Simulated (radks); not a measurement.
These are the eigenvalues of the occupied orbitals of an atom or ion with whole-number occupations (hartree). Calculated with a radial shooting solver on a logarithmic mesh with Libxc functionals: scalar-relativistic Kohn-Sham, BP86, spin-polarised, spherical densities, finite nucleus; Fermi nuclear charge, rms radius of each element as measured or else 0.836 A^(1/3) + 0.57 fm.

1s up: -101.1644
1s down: -101.1586
2s up: -9.29584
2s down: -9.29056
2p up: -7.05220
2p down: -7.04472
3s up: -0.77943
3s down: -0.74533
3p up: -0.33336
3p down: -0.30254

Which element is it, and in what charge state? The configuration may be excited. Open shells, if any, are filled with parallel spins first.

Answer. Z = 17, chlorine, charge 0: Cl in [Ne] 3s2 3p5. The list shows which subshells hold electrons but not how many an open one holds; the 1s level, -101.16 hartree, gives Z - s = 14.2 by -(Z - s)^2/2, which with screening and relativity narrows Z to a few neighbours, and the depths of the outer levels then fix element, charge and occupations together.
